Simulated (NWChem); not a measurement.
Species: HfH₃Cl; SMILES [Cl][HfH3]

Computed with NWChem. Geometry: optimised at PBE0/def2-SVP. def2 effective core potentials on Hf; no spin-orbit coupling. Level M06-L/def2-SVP: energy and gradient on several grids; changes count from the extra-fine grid, which is no exact limit either.

```json
[
 {"grid": "xcoarse", "size of the energy change (μHa)": "3000", "largest change of a gradient component (μHa/bohr)": "3000", "time, medium = 1 (rough)": "about 1"},
 {"grid": "coarse", "size of the energy change (μHa)": "200", "largest change of a gradient component (μHa/bohr)": "500", "time, medium = 1 (rough)": "about 1"},
 {"grid": "medium", "size of the energy change (μHa)": "20", "largest change of a gradient component (μHa/bohr)": "70", "time, medium = 1 (rough)": "about 1"},
 {"grid": "fine", "size of the energy change (μHa)": "< 10", "largest change of a gradient component (μHa/bohr)": "50", "time, medium = 1 (rough)": "about 1"},
 {"grid": "xfine", "size of the energy change (μHa)": "< 10", "largest change of a gradient component (μHa/bohr)": "< 30", "time, medium = 1 (rough)": "2"}
]
```
